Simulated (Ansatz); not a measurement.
Molecule: Si4H10 (charge 0, singlet). 
Structure (B3LYP-D3(BJ)/def2-TZVP (Ansatz, an electronic-structure program) minimum search):
```xyz
14

Si    -2.0827     1.1669    -0.0865
Si    -1.1797    -0.9544     0.3378
Si     1.1144    -0.7544     0.7783
Si     2.1440     0.4349    -0.9597
H     -1.7993     2.0732     1.0531
H     -1.4564     1.7351    -1.3047
H     -3.5503     1.1029    -0.2906
H     -1.3719    -1.8141    -0.8587
H     -1.8829    -1.5895     1.4821
H      1.7421    -2.0931     0.9232
H      1.3020    -0.0145     2.0531
H      1.5919     1.8104    -1.0110
H      1.8698    -0.2293    -2.2574
H      3.6123     0.5174    -0.7677
```

Atomisation energy built up term by term with Ansatz (kcal/mol; UHF references for open shells; valence terms freeze the core; atomic spin-orbit terms are left out). CBS(X,Y): correlation extrapolated as X^-3; Hartree-Fock from the larger set.

```tsv
term	basis	kcal/mol
Hartree-Fock	cc-pV(Q+d)Z	(withheld)
CCSD correlation	CBS(cc-pV(T+d)Z,cc-pV(Q+d)Z)	(withheld)
(T)	CBS(cc-pV(T+d)Z,cc-pV(Q+d)Z)	8.19
core correlation	cc-pwCVTZ	-0.49
scalar relativity (X2C)	cc-pVTZ-DK against cc-pVTZ	-2.55
sum: De		(withheld)
```

### Question
Fill in the missing entries.

### Answer

- Hartree-Fock, kcal/mol: 742.05
- CCSD correlation, kcal/mol: 213.36
- sum: De, kcal/mol: 960.5
